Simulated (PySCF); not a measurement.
## Deuteron quadrupole couplings in `FC1=CC=CCC1`

Species: C₆H₇F.
Atom-mapped SMILES: `[F:1][C:2]1=[CH:3][CH:4]=[CH:5][CH2:6][CH2:7]1` (hydrogens: H8 on C3; H9 on C4; H10 on C5; H11, H12 on C6; H13, H14 on C7)

Structure used (GFN2-xTB), in Å, numbered top down from 1:
```
atom  x, y, z in Å
F1     0.861    2.524   -0.521
C2     0.571    1.220   -0.310
C3     1.527    0.332   -0.058
C4     1.155   -1.057    0.132
C5    -0.117   -1.401    0.325
C6    -1.201   -0.365    0.401
C7    -0.873    0.857   -0.457
H8     2.564    0.621    0.000
H9     1.944   -1.792    0.121
H10   -0.401   -2.428    0.497
H11   -1.308   -0.065    1.451
H12   -2.156   -0.790    0.088
H13   -1.068    0.638   -1.514
H14   -1.497    1.707   -0.178
```

Level: B3LYP/pcJ-1 (PySCF, non-relativistic); Q(2H) = 0.00286 b; rigid geometry, the same for H and D, with no vibrational averaging.

Question: Rank these positions by the coupling χzz of a deuteron there, largest first.
A. H8 (vinylic hydrogen)
B. H12 (methylene hydrogen)
C. H11 (methylene hydrogen)

Answer: A (217 kHz), B (198 kHz), C (191 kHz).

Q: Give the electric field gradient Vzz (the principal value of largest size), its asymmetry and the 2H coupling at each hydrogen.

A: 
| atom | bonded to | bond length (Å) | Vzz (au) | η | χzz (kHz) |
| --- | --- | --- | --- | --- | --- |
| H8 | C3 | 1.078 | 0.3233 | 0.09 | 217 |
| H9 | C4 | 1.079 | 0.3199 | 0.08 | 215 |
| H10 | C5 | 1.079 | 0.3206 | 0.08 | 215 |
| H11 | C6 | 1.097 | 0.2846 | 0.03 | 191 |
| H12 | C6 | 1.091 | 0.2946 | 0.04 | 198 |
| H13 | C7 | 1.097 | 0.2839 | 0.04 | 191 |
| H14 | C7 | 1.091 | 0.2924 | 0.03 | 197 |

Q: A static deuteron (I = 1) shows a doublet split by (3/2)χ, (3/4)χ(1 + η) and (3/4)χ(1 − η) with the field along z, y and x of the gradient. What are these for H12?

A: With |χ| = 198.0 kHz and η = 0.036: 297, 154 and 143 kHz, to first order and without motion.

The structure is a single GFN2-xTB conformer in the gas phase; no vibrational or solvent corrections. GFN2-xTB bond lengths can be off by several hundredths of an ångström, more for odd bonds, and the gradients follow them. With so small a basis the couplings can be 20 % off.
